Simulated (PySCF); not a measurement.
# Basis and Hamiltonian dependence of the excitation energy of Sc+

Sc+ [Ar] 3d1 4s1 (3D) → Sc+ [Ar] 3d2 (3F). All values are computed (PySCF 2.14, energy differences of UHF-based or UKS calculations, no spin-orbit coupling). Values in eV.

```csv
basis,Hamiltonian,functions,UHF,r2SCAN,PBE0,MP2 (valence),CCSD(T) (valence),CCSD(T) (valence and next inner shell)
x2c-TZVPPall,spin-free X2C,64,0.924,n/a,0.295,0.871,0.842,0.957
aug-cc-pVTZ-DK,spin-free X2C,93,0.911,n/a,0.300,0.857,0.830,n/a
def2-QZVPPD,non-relativistic,93,0.760,-0.013,0.142,0.698,0.672,0.648
aug-cc-pVTZ,non-relativistic,93,0.760,-0.007,0.147,0.705,0.678,n/a
x2c-QZVPPall,spin-free X2C,96,0.911,n/a,0.294,0.850,0.824,0.806
dyall-av2z,non-relativistic,101,0.806,0.012,0.155,0.750,0.721,n/a
"x2c-QZVPPall with one added diffuse shell each of s, p, d, f, g type",spin-free X2C,121,0.911,n/a,0.294,0.850,n/a,n/a
aug-cc-pwCVTZ,non-relativistic,127,0.751,-0.013,0.144,0.685,n/a,n/a
```

Frozen in the all-electron rows: valence and next inner shell: [Ne]; valence: [Ar].

Non-relativistic rows lack the scalar-relativistic shift.

Reference for a calculation without spin-orbit coupling: 0.596 eV (measured, between term centres; NIST).
